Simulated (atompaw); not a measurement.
**Pseudopotential generation for Li: PAW (atompaw), PBEsol, scalar-relativistic.**

| Item | Value |
| --- | --- |
| Element | lithium |
| Generator | atompaw 4.2.0.5 |
| Type | PAW |
| Functional | PBEsol |
| Relativity | scalar-relativistic |
| Frozen core | [He] |
| Valence charge | 1 |
| Reference configuration | 2s0.75 2p0.25 |
| Partial waves | 2s (bound): rc 3.00 bohr; 2s channel at 1.4 Ry: rc 3.00 bohr; 2p (bound): rc 3.00 bohr; 2p channel at 4.75 Ry: rc 3.00 bohr; 3d channel at 0.05 Ry: rc 3.00 bohr; 3d channel at 0.65 Ry: rc 3.00 bohr |
| Local potential | ultrasoft scheme with l = 3 at 0 Ry, radius 2.65 bohr |
| Core correction | smooth core density matched at 2.25 bohr |
| Augmentation charge | sinc compensation charge, radius 2.75 bohr; PAW radius 3.00 bohr; waves and projectors: custom polynom2 7 10 vanderbiltortho |

All-electron outer shells of the reference configuration (PBEsol, scalar-relativistic, ld1.x):

```json
{"shell": "1s", "level (eV)": "-51.77", "outermost node (bohr)": "–", "outermost maximum (bohr)": "0.36"}
{"shell": "2s", "level (eV)": "-2.96", "outermost node (bohr)": "0.84", "outermost maximum (bohr)": "3.16"}
{"shell": "2p", "level (eV)": "-1.19", "outermost node (bohr)": "–", "outermost maximum (bohr)": "3.96"}
```

What the tests gave:

* Cutoffs needed: 6 Ry and 6 Ry (the cutoffs (Ry, on a coarse ladder) from which the occupation-weighted sum of valence levels, in a spherical-Bessel basis at the reference potential, stays within 10 and 1 mRy of its value at 400 Ry)
* Ghost test: no extra level below or beside the all-electron valence levels (s, p, d, f tested) (spherical-Bessel basis up to 400 Ry, 20 bohr box)
* Lowest eigenvalue of the overlap operator: 0.81 (s channel)
* Overlap eigenvalues printed by atompaw (projector basis): 0.00902, 0.286, 1.08, 40.8, 1.32e+03, 3.93e+03
* Share of each valence orbital outside the PAW sphere: 2s 68 %, 2p 80 %

Generation and tests took about 0.54 s on one core of a shared server CPU.
